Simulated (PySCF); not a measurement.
## Simulated absorption spectrum

Compound: C4H9O2PSi.
Geometry (GFN2-xTB, Å), atoms numbered from 1 in this order:
```xyz
17
C4H9O2PSi angstrom
C      1.615   -1.466    1.029
C      0.648   -0.857    0.334
O     -0.553   -1.413    0.177
Si    -1.897   -0.787   -0.542
P     -2.580    1.098    0.463
C      0.796    0.467   -0.317
C      2.066    1.239   -0.135
O     -0.134    0.887   -0.979
H      1.434   -2.425    1.481
H      2.588   -1.033    1.158
H     -1.809   -0.759   -1.999
H     -2.768   -1.888   -0.120
H     -2.622    1.872   -0.677
H     -3.929    0.800    0.387
H      1.982    2.197   -0.641
H      2.253    1.400    0.924
H      2.902    0.681   -0.551
```

Computed, not measured: TDDFT B3LYP/def2-SVPD, vertical, gas phase, core orbitals frozen in the response in PySCF.

Broadening: Gaussians 0.25 eV wide at half height, area fixed by f = 4.319×10⁻⁹ ∫ε dν̃. The width is an assumption, not a result. The curve ends short of the highest state used, and states not computed would add to its high-energy end.

| E (eV) | ε (L mol⁻¹ cm⁻¹) |
| --- | --- |
| 3.29 | 2 |
| 3.40 | 57 |
| 3.51 | 456 |
| 3.62 | 1255 |
| 3.73 | 1185 |
| 3.84 | 473 |
| 3.95 | 560 |
| 4.05 | 966 |
| 4.16 | 772 |
| 4.27 | 1597 |
| 4.38 | 7764 |
| 4.49 | 14334 |
| 4.60 | 9060 |
| 4.71 | 1957 |
| 4.82 | 145 |
| 4.92 | 5 |
| 5.03 | 0 |
| 5.14 | 0 |
| 5.25 | 1 |
| 5.36 | 10 |
| 5.47 | 37 |
| 5.58 | 47 |
| 5.68 | 25 |
| 5.79 | 58 |

Problem. Locate the maxima and give the states behind the curve.

Solution. 338 nm (3.67 eV), ε about 1400, made up of S1 (100%); 305 nm (4.07 eV), ε about 980, made up of S2 (99%); 276 nm (4.50 eV), ε about 14000, made up of S3 (100%); 223 nm (5.55 eV), ε about 49, made up of S4 (100%) (ε in L mol⁻¹ cm⁻¹; maxima over ε = 5, shares over 10%). At its high-energy end, 5.79 eV, the curve is still rising (ε about 58, from S5). The states used: S1 3.67 eV (f 0.013); S2 4.07 eV (f 0.0091); S3 4.50 eV (f 0.133); S4 5.55 eV (f 0.0004); S5 6.09 eV (f 0.025); S6 6.22 eV (f 0.011); S7 6.31 eV (f 0.023); S8 6.39 eV (f 0.0003).

Problem. On this curve, what absorbance would a 10⁻³ mol/L sample give at 355 nm over a 1 cm path?

Solution. 355 nm is 3.493 eV, where ε is about 350 L mol⁻¹ cm⁻¹, so A = ε c l ≈ 0.35 (Beer–Lambert, with the gas-phase spectrum and the assumed width).

Problem. What would ε be at 4.50 eV, the highest of these maxima, with half the width (0.125 eV)?

Solution. About 28700 L mol⁻¹ cm⁻¹ against 14400, a factor of about 2.00; a lone state at its own centre would give exactly 2.

Problem. Coming from long wavelengths, where does ε first pass 100 L mol⁻¹ cm⁻¹?

Solution. At about 362 nm (3.43 eV), 0.24 eV below S1.

One conformer stands for the species.
